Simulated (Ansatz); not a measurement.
Steps of a relaxation of CH7FOSi2, SMILES `OC(F)([SiH3])[SiH3]` with RKS PBE0-D4/def2-TZVP.

```sh
$ ansatz run in.yaml --threads 4 --pin off --events-out ev --progress --plain --max-ram 10444MiB
```

```yaml
crystal:
  periodic: [false, false, false]
  atoms:
    - {symbol: O, position_ang: [0.469829, 1.557721, 0.651744]}
    - {symbol: C, position_ang: [0.350939, 0.192604, 0.396696]}
    - {symbol: F, position_ang: [1.110171, -0.555190, 1.357547]}
    - {symbol: Si, position_ang: [-1.461966, -0.441257, 0.604602]}
    - {symbol: Si, position_ang: [1.195444, -0.141243, -1.304798]}
    - {symbol: H, position_ang: [-0.019448, 1.769578, 1.473655]}
    - {symbol: H, position_ang: [-2.347848, 0.171279, -0.444710]}
    - {symbol: H, position_ang: [-1.537419, -1.938301, 0.530231]}
    - {symbol: H, position_ang: [-1.906365, 0.034767, 1.964630]}
    - {symbol: H, position_ang: [2.617637, 0.331323, -1.232585]}
    - {symbol: H, position_ang: [1.152643, -1.619264, -1.569855]}
    - {symbol: H, position_ang: [0.453282, 0.582884, -2.392958]}
basis:
  gaussian: {orbitals: def2-TZVP}
hamiltonian: {xc: pbe0, dispersion: d4}
relax: {f_tol: 0.005, max_steps: 150}
```

Positions (Å) and forces (eV/Å) along the path, 10 of 10 steps:

```xyz
12
step=1 energy=-21659.7604 eV
O     0.470    1.558    0.652   -0.345   -0.319    0.680
C     0.351    0.193    0.397    0.042   -0.144   -0.052
F     1.110   -0.555    1.358   -0.236    0.387   -0.281
Si   -1.462   -0.441    0.605   -0.064    0.004    0.053
Si    1.195   -0.141   -1.305    0.058   -0.030   -0.065
H    -0.019    1.770    1.474    0.356   -0.089   -0.582
H    -2.348    0.171   -0.445    0.229   -0.125    0.206
H    -1.537   -1.938    0.530    0.052    0.327    0.004
H    -1.906    0.035    1.965    0.092   -0.083   -0.281
H     2.618    0.331   -1.233   -0.305   -0.089   -0.010
H     1.153   -1.619   -1.570   -0.014    0.308    0.068
H     0.453    0.583   -2.393    0.135   -0.148    0.260
12
step=2 energy=-21659.7945 eV
O     0.468    1.545    0.658   -0.119   -0.097    0.187
C     0.347    0.188    0.391    0.064   -0.077    0.087
F     1.104   -0.544    1.354   -0.093    0.122   -0.132
Si   -1.456   -0.439    0.602    0.052    0.022   -0.036
Si    1.189   -0.144   -1.301   -0.040    0.015    0.032
H    -0.019    1.756    1.469    0.112   -0.005   -0.177
H    -2.316    0.169   -0.451    0.043   -0.039    0.053
H    -1.515   -1.923    0.524   -0.003    0.077    0.011
H    -1.898    0.040    1.946    0.016   -0.025   -0.076
H     2.596    0.329   -1.229   -0.073   -0.029   -0.011
H     1.136   -1.609   -1.559    0.005    0.075    0.009
H     0.441    0.577   -2.368    0.037   -0.038    0.054
12
step=3 energy=-21659.7982 eV
O     0.472    1.542    0.664   -0.003   -0.028   -0.017
C     0.350    0.186    0.397    0.063   -0.044    0.040
F     1.108   -0.540    1.356   -0.043    0.029   -0.052
Si   -1.448   -0.440    0.594    0.000    0.013    0.023
Si    1.178   -0.143   -1.295    0.010    0.011    0.004
H    -0.012    1.758    1.469   -0.015    0.025    0.021
H    -2.303    0.161   -0.461    0.008    0.003   -0.018
H    -1.510   -1.918    0.522    0.006   -0.014   -0.002
H    -1.898    0.040    1.929   -0.020    0.006    0.013
H     2.582    0.326   -1.231    0.016    0.005   -0.008
H     1.127   -1.603   -1.554   -0.006   -0.015   -0.002
H     0.430    0.575   -2.356   -0.015    0.007   -0.001
12
step=4 energy=-21659.7988 eV
O     0.474    1.539    0.666    0.010    0.012   -0.011
C     0.352    0.184    0.400    0.020   -0.022    0.029
F     1.108   -0.542    1.356    0.006   -0.002    0.002
Si   -1.446   -0.439    0.596   -0.008   -0.003   -0.015
Si    1.178   -0.143   -1.294   -0.011    0.002   -0.011
H    -0.013    1.759    1.469   -0.011    0.016    0.017
H    -2.292    0.159   -0.468   -0.003    0.002   -0.010
H    -1.506   -1.918    0.526   -0.001   -0.012    0.005
H    -1.908    0.044    1.927   -0.005    0.007    0.004
H     2.583    0.326   -1.238    0.008    0.003   -0.002
H     1.123   -1.603   -1.554    0.001   -0.010   -0.004
H     0.423    0.577   -2.350   -0.007    0.007   -0.004
12
step=5 energy=-21659.7993 eV
O     0.490    1.529    0.686   -0.022   -0.024   -0.050
C     0.361    0.176    0.408    0.050   -0.012    0.020
F     1.118   -0.560    1.355   -0.026    0.008   -0.013
Si   -1.442   -0.441    0.595   -0.001    0.026    0.012
Si    1.174   -0.136   -1.296   -0.006    0.003    0.020
H    -0.027    1.754    1.468    0.000    0.010    0.041
H    -2.270    0.127   -0.498   -0.002    0.001   -0.012
H    -1.507   -1.921    0.571    0.008   -0.013   -0.002
H    -1.927    0.084    1.903    0.007   -0.001   -0.008
H     2.581    0.328   -1.250    0.002    0.002    0.001
H     1.114   -1.594   -1.572   -0.003   -0.003   -0.004
H     0.412    0.598   -2.336   -0.006    0.002   -0.005
12
step=6 energy=-21659.7997 eV
O     0.486    1.531    0.683   -0.009    0.010    0.001
C     0.361    0.176    0.410    0.003   -0.007   -0.001
F     1.117   -0.557    1.359    0.001    0.002    0.007
Si   -1.442   -0.440    0.593    0.002    0.005    0.000
Si    1.172   -0.137   -1.294    0.000    0.008   -0.001
H    -0.017    1.754    1.477    0.011   -0.009   -0.005
H    -2.265    0.126   -0.506    0.000   -0.005    0.005
H    -1.500   -1.921    0.567   -0.006    0.001    0.003
H    -1.928    0.084    1.900   -0.004   -0.004   -0.007
H     2.579    0.328   -1.250   -0.001   -0.003   -0.003
H     1.110   -1.595   -1.571    0.000    0.002    0.001
H     0.405    0.596   -2.333    0.001    0.000    0.001
12
step=7 energy=-21659.7998 eV
O     0.485    1.531    0.683   -0.005    0.004   -0.003
C     0.362    0.176    0.411    0.002   -0.006    0.011
F     1.120   -0.553    1.361   -0.008   -0.003   -0.005
Si   -1.442   -0.441    0.592    0.012    0.000    0.004
Si    1.171   -0.136   -1.295    0.003    0.001   -0.005
H    -0.008    1.750    1.483   -0.001    0.004    0.002
H    -2.261    0.118   -0.513   -0.001    0.000   -0.002
H    -1.501   -1.922    0.574   -0.001    0.000    0.001
H    -1.936    0.089    1.894    0.001    0.001   -0.002
H     2.579    0.327   -1.253   -0.002   -0.002    0.000
H     1.107   -1.593   -1.572    0.000    0.000   -0.001
H     0.403    0.600   -2.331    0.000    0.001    0.000
12
step=8 energy=-21659.7998 eV rejected
O     0.483    1.531    0.683    0.014   -0.003    0.005
C     0.362    0.175    0.412   -0.012   -0.012   -0.027
F     1.119   -0.556    1.360    0.010    0.011    0.008
Si   -1.440   -0.443    0.593   -0.007    0.007    0.000
Si    1.170   -0.134   -1.296   -0.003    0.002    0.009
H    -0.008    1.750    1.484   -0.006   -0.005    0.002
H    -2.258    0.112   -0.516   -0.001   -0.002    0.001
H    -1.502   -1.924    0.582    0.004    0.002    0.000
H    -1.936    0.094    1.891   -0.002   -0.001    0.001
H     2.579    0.325   -1.252    0.003    0.000   -0.001
H     1.103   -1.591   -1.576   -0.001   -0.001   -0.001
H     0.405    0.605   -2.331    0.000    0.000    0.003
12
step=9 energy=-21659.7999 eV
O     0.484    1.530    0.683    0.001    0.003    0.000
C     0.362    0.175    0.412   -0.001   -0.003   -0.001
F     1.119   -0.555    1.360   -0.001    0.001    0.000
Si   -1.441   -0.442    0.592    0.001   -0.002    0.000
Si    1.171   -0.135   -1.295    0.000    0.000    0.001
H    -0.009    1.750    1.483   -0.001   -0.001    0.000
H    -2.261    0.115   -0.514    0.001    0.000    0.000
H    -1.501   -1.923    0.578    0.000    0.000    0.001
H    -1.936    0.092    1.893    0.000    0.001    0.000
H     2.579    0.326   -1.253    0.000    0.000    0.000
H     1.105   -1.592   -1.575   -0.001    0.000   -0.001
H     0.404    0.603   -2.331    0.000    0.001    0.000
12
step=10 energy=-21659.7999 eV
O     0.484    1.529    0.685    0.003   -0.002   -0.003
C     0.363    0.174    0.412   -0.001    0.000   -0.004
F     1.120   -0.556    1.360    0.002    0.000    0.002
Si   -1.441   -0.443    0.593    0.002    0.002    0.000
Si    1.170   -0.134   -1.296   -0.002    0.002    0.003
H    -0.009    1.748    1.484   -0.002    0.000    0.003
H    -2.257    0.108   -0.519   -0.002   -0.001    0.001
H    -1.500   -1.924    0.588    0.000    0.001    0.000
H    -1.938    0.099    1.889   -0.001   -0.001   -0.001
H     2.580    0.324   -1.253    0.001   -0.001    0.000
H     1.101   -1.590   -1.579    0.000    0.000    0.000
H     0.405    0.609   -2.329    0.000    0.000    0.000
```

Run time 43 s (4 threads of an Arm Neoverse V1 on a shared host); peak host memory 0.59 GiB.
